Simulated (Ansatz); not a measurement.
Consider the substitution at a C–Si bond: `C/N=C\[SiH2]S` + `[AlH2][SeH]` → `C/N=C\[Se][AlH2]` + `[SiH3]S`.

Program: Ansatz. Geometries: PBE0-D4/def2-TZVP. ΔE: electronic, gas phase. CCSD(T)/CBS adds triple-zeta CCSD(T) − MP2 to the extrapolated MP2 energy (def2 sets, frozen cores). Double bonds are as drawn, so ΔE can hold a change between cis and trans. DFT in def2-TZVPP. For Se outer-core shells are correlated without core-valence functions, which leaves a few kJ/mol of doubt a bond. Scalar relativity is left out up to krypton. Each species was taken in one conformer, which may not be the lowest.

```
             level  ΔE (kcal/mol)  difference from CCSD(T)/CBS
            PBE-D4            2.4                         -1.7
           PBE0-D4            3.7                         -0.4
           ωB97X-V            4.7                          0.6
           ωB97M-V            5.0                          0.9
            B2PLYP            3.3                         -0.8
               PBE            2.5                         -1.6
            r2SCAN            2.9                         -1.2
              PBE0            3.8                         -0.3
     HF/def2-TZVPP            6.0                          1.9
    MP2/def2-TZVPP            2.6                         -1.5
SCS-MP2/def2-TZVPP            3.1                         -1.0
     HF/def2-QZVPP            6.0                          1.9
SCS-MP2/def2-QZVPP            3.2                         -0.9
      HF/CBS(def2)            6.0                          1.9
     MP2/CBS(def2)            2.7                         -1.4
    CCSD/CBS(def2)            4.8                          0.7
       CCSD(T)/CBS            4.1                            0
```

Largest T1 diagnostic among the species: 0.013.

In def2-TZVPP, CCSD(T) changes the Hartree–Fock value by −2.1 kcal/mol (the triples alone add −0.8 kcal/mol) and MP2 by −3.4 kcal/mol. From PBE to PBE0 (25 % exact exchange), in def2-TZVPP and without D4, ΔE moves by +1.3 kcal/mol.
